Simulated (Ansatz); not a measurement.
Ansatz (a program for electronic structure) input:

Ansatz 0.2 input:
```yaml
crystal:
  periodic: [false, false, false]
  atoms:
    - {symbol: Si, position_ang: [0.85975748, -0.04986677, -0.00273216]}
    - {symbol: O, position_ang: [1.06269161, 1.44835387, 0.00274441]}
    - {symbol: O, position_ang: [-0.50185075, -0.90187288, -0.01283161]}
    - {symbol: H, position_ang: [-1.38425648, -0.51670970, -0.01709756]}
basis:
  gaussian:
    orbitals: def2-TZVP
hamiltonian:
  xc: b3lyp
  dispersion: d3bj
magnetization: {spin_polarized: true, initial_magnetization: 1}
relax: {f_tol: 0.002, max_steps: 150}
```

**Question.** What final total energy does it print?

**Answer.** -440.65764 Eh (B3LYP-D3(BJ)/def2-TZVP). The basis has 105 functions.

It need not be the lowest isomer of its formula.
